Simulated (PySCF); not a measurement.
1,1,1-trichloroethane (C₂H₃Cl₃), SMILES ClC(Cl)(C)Cl. The structure is a stationary point at PBE-D3(BJ)/def2-SVP.

Computed with PBE-D3(BJ)/def2-SVP run with PySCF.

Harmonic wavenumbers (cm⁻¹): 230, 230, 303, 336, 336, 337, 517, 666, 666, 1048, 1048, 1070, 1336, 1398, 1398, 2993, 3103, 3103. Rotational constants (GHz): 2.299, 2.299, 1.640; symmetry number 3.

Work out the zero-point energy and the ideal-gas rigid-rotor harmonic-oscillator thermochemistry at 298.15 K and 1 atm.

ZPE = ½ Σ hcν = ½ × 20118 cm⁻¹ = 28.76 kcal/mol. H − E(el) = 33.11 kcal/mol. Entropy in cal/(mol K): translation 40.58, rotation 25.82, vibration 10.45, total 76.85. G − E(el) = 10.20 kcal/mol. Cp = 22.33 cal/(mol K).
